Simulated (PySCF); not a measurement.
An unknown shows these calculated signals:

¹H NMR (600 MHz, computed): δ 8.19 (m, 1H), 7.42 (m, 1H), 6.79 (m, 1H), 6.06 (m, 1H), 5.13 (m, 1H).

¹³C{¹H} NMR (computed): δ 223.9 (C), 162.6 (CH), 140.1 (CH), 136.9 (CH2).

[PySCF 2.14: geometry from GFN2-xTB; σ from GIAO-PBE0/pcSseg-1; non-relativistic; in vacuum; one computed conformer]

Scale: TMS for ¹H (31.72 ppm) and ¹³C (186.93 ppm) (reference shieldings calculated alike).

Problem. Which of these does the molecule contain: a CH3CH2 unit, an S-methyl group, a non-aromatic C=C double bond, a vinyl group CH=CH2, a ketone, a Si–H bond?

Solution. 
- A CH3CH2 unit: no.
- An S-methyl group: no.
- A non-aromatic C=C double bond: yes.
- A vinyl group CH=CH2: yes (δC 136.9, 140.1; δH 6.79 (m), 6.06 (m), 7.42 (m)).
- A ketone: no.
- A Si–H bond: yes (δH 5.13 (m)).

The data belong to `O=CO[Si@H](C(C=C)=O)F`, C4H5FO3Si; they needn't prove each group on their own.

Carbon signals by region: 2 in the far downfield region (above 160 ppm), 2 in the sp2 and nitrile region (100–160 ppm). Above 160 ppm: 223.9, carbonyl carbon, 162.6, carbonyl carbon.

Splittings by ¹⁹F in the carbon and heteronuclear signals aren't shown, as no couplings were computed. Shifts are as computed. Against solution values, carbons near 30 ppm lie about +3 ppm off and those near 130 ppm about +5 ppm. Of 1211 compounds with measured shifts, 218 miss one by over three times the rms of a fit or turn the order of signals round; such compounds aren't used in these exercises. No couplings were computed; multiplicities are counted from neighbouring protons, with m where these are inequivalent, close in shift, in a saturated or five-membered ring or joined by F or P, and br s for small geminal =CH2 splittings.
